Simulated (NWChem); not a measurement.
System: C₄H₆Si; SMILES C=CC#C[SiH3]

NWChem input:

```
start job
memory heap 200 mb stack 900 mb global 1100 mb
geometry units angstroms noautoz
  C      0.529176    -3.015559    -0.040358
  C     -0.458886    -2.111935     0.043220
  C     -0.265738    -0.703886     0.027036
  C     -0.128858     0.511302     0.015476
  Si     0.087201     2.326935    -0.002972
  H      1.575115    -2.711334    -0.128731
  H      0.309187    -4.085397    -0.021844
  H     -1.497794    -2.452941     0.131000
  H      0.736126     2.747357    -1.280202
  H      0.948851     2.746750     1.141783
  H     -1.242200     2.995591     0.113924
end
basis spherical
  * library def2-svp
end
dft
  xc b3lyp
  iterations 150
  mulliken
end
task dft energy
```

All runs use the structure optimised with PBE0/def2-SVP. B3LYP is NWChem's, with the RPA form of VWN correlation.

**Question.** Predict the main results of this run. (B3LYP/def2-SVP.) Quantities: energy (Ha); highest occupied level (eV); orbital gap (eV); dipole (D).

**Answer.** 
```json
{
  "energy (Ha)": "-445.26",
  "highest occupied level (eV)": "-6.89",
  "orbital gap (eV)": "5.49",
  "dipole (D)": "1.07"
}
```
